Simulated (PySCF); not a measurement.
Computed IR spectrum (relative IR intensity) of a molecule C3H5ClOSi. The structure is a stationary point at B3LYP-D3(BJ)/def2-SVP. The values are those of a single conformer. Calculation: B3LYP-D3(BJ)/def2-SVP run with PySCF 2.14.0. Frequencies are harmonic and unscaled.

Lines under 2 % of the strongest are left out, and lines within 2 cm⁻¹ are merged.

```tsv
ν (cm⁻¹)	relative intensity
254	2.6
473	26
557	45
660	5.0
700	14
733	20
763	13
775	48
863	34
875	100
953	9.5
1055	80
1103	11
1207	64
1356	2.1
1407	3.1
1678	44
2290	67
3030	6.3
3220	7.6
```

Question: Which structure fits?
(A) O=C1CC[Si@H]1Cl
(B) Cl[Si@@H]1CC=CO1
(C) C#CC[Si@@H](O)Cl
(D) C#C[Si@@H](Cl)OC

Answer: B, Cl[Si@@H]1CC=CO1
